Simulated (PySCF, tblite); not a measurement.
Species: C6H9NOSi.
SMILES with atom numbers: `[N:1]#[C:2][CH2:3][C:4]1=[CH:5][SiH2:6][CH2:7][CH2:8][O:9]1` (hydrogens: H10, H11 on C3; H12 on C5; H13, H14 on Si6; H15, H16 on C7; H17, H18 on C8)

Structure used (GFN2-xTB), in Å, numbered top down from 1:
```
atom  x, y, z in Å
N1     3.5530   -0.5140    1.6554
C2     3.0266   -0.2436    0.6776
C3     2.3294    0.0843   -0.5408
C4     0.8350   -0.0118   -0.2868
C5     0.1576   -1.1598   -0.3782
Si6   -1.7028   -1.2140   -0.2263
C7    -2.0615    0.6518   -0.0932
C8    -0.9187    1.2851    0.6879
O9     0.3443    1.2026    0.0525
H10    2.6380   -0.6088   -1.3260
H11    2.5822    1.1084   -0.8267
H12    0.7198   -2.0451   -0.6326
H13   -2.1585   -1.9129    0.9804
H14   -2.3187   -1.7730   -1.4328
H15   -2.1269    1.1211   -1.0749
H16   -2.9922    0.8652    0.4284
H17   -0.8441    0.8111    1.6769
H18   -1.0715    2.3597    0.8274
```

Theory: PBE0/pcSseg-1 in PySCF (dipole) on a GFN2-xTB geometry, gas phase.

Take the most abundant isotopes and a rigid rotor. The values belong to one conformer with, in the numbering `[N:1]#[C:2][CH2:3][C:4]1=[CH:5][SiH2:6][CH2:7][CH2:8][O:9]1`, C2–C3–C4–C5 -85°, C4–C5–Si6–C7 4°, C5–Si6–C7–C8 -35°, Si6–C7–C8–O9 64°, C7–C8–O9–C4 -57°.

**Question.** Give the principal moments of inertia and the rotational constants in GHz.

**Answer.** Ia = 181.03, Ib = 594.94, Ic = 677.75 u·Å²; 505379 MHz·u·Å²/I gives 2792, 849.5 and 745.7 MHz, that is A = 2.7916, B = 0.8495, C = 0.7457 GHz.

**Question.** Classify the top.

**Answer.** An asymmetric top. Ray's parameter κ = (2B − A − C)/(A − C) = -0.899; −1 is the prolate and +1 the oblate limit.

**Question.** Is it planar, by Δ = Ic − Ia − Ib?

**Answer.** Not planar: Δ = Ic − Ia − Ib = -98.22 u·Å². For a rigid frame Δ = −2 Σ m c², so Σ m c² = 49.11 u·Å² lies off the ab plane: 12.49 from hydrogen and 36.62 from heavier atoms. The atom farthest from that plane is 1.70 Å away.

**Question.** Give the other two planar moments, Paa and Pbb, and the rms extents of the mass along the axes.

**Answer.** Paa = Σ m a² = (Ib + Ic − Ia)/2 = 545.83 and Pbb = Σ m b² = (Ia + Ic − Ib)/2 = 131.92 u·Å². With the mass M = 139.05 u, the rms extents √(P/M) along a, b and c are 1.98, 0.97, 0.59 Å.

**Question.** Which types of transition are allowed, and where do some lines up to J = 4 fall?

**Answer.** The dipole components are |μa| = 3.26 D, |μb| = 0.66 D, |μc| = 2.33 D. The squared components, which scale the intensities, stand as 1.00 : 0.04 : 0.51 (a : b : c). Some lines, for components of 0.1 D or more:

```csv
type,branch,"J(Ka,Kc)",MHz,lower level (cm⁻¹)
a,Q,"3(1,2) ← 3(1,3)",623,0.375
b,R,"4(1,3) ← 3(2,2)",906,0.585
b,Q,"1(1,0) ← 1(0,1)",2046,0.053
b,R,"1(1,1) ← 0(0,0)",3537,0.000
a,R,"3(0,3) ← 2(0,2)",4769,0.159
a,R,"3(2,2) ← 2(2,1)",4785,0.426
c,Q,"4(2,3) ← 4(1,3)",5471,0.616
b,Q,"3(2,1) ← 3(1,2)",5694,0.396
a,R,"4(3,1) ← 3(3,0)",6389,0.918
a,R,"4(2,2) ← 3(2,1)",6418,0.586
b,R,"3(1,3) ← 2(0,2)",6470,0.159
b,R,"4(1,4) ← 3(0,3)",7866,0.319
c,R,"4(1,3) ← 3(0,3)",8903,0.319
b,R,"2(2,1) ← 1(1,0)",9121,0.121
b,R,"2(2,0) ← 1(1,1)",9228,0.118
c,Q,"3(3,1) ← 3(2,1)",9953,0.586
b,Q,"3(3,0) ← 3(2,1)",9953,0.586
b,Q,"3(3,1) ← 3(2,2)",9973,0.585
b,R,"3(2,2) ← 2(1,1)",10612,0.231
b,R,"4(2,3) ← 3(1,2)",12051,0.396
b,R,"4(2,2) ← 3(1,3)",12734,0.375
b,Q,"4(4,0) ← 4(3,1)",13950,1.131
```

**Question.** Estimate the classical rotational partition function at 10 K, 100 K and 200 K.

**Answer.** Point group C1, symmetry number σ = 1; q = (√π/σ)·√((kT/h)³/(ABC)), k/h = 20836.6 MHz/K: 4010 at 10 K, 127000 at 100 K, 359000 at 200 K.

Its GFN2-xTB frequencies are all real (lowest 26 cm⁻¹). These are rigid-rotor constants of the computed structure; measured ground-state constants (B0) also hold zero-point vibration. Quadrupole hyperfine structure (14N) is left out.
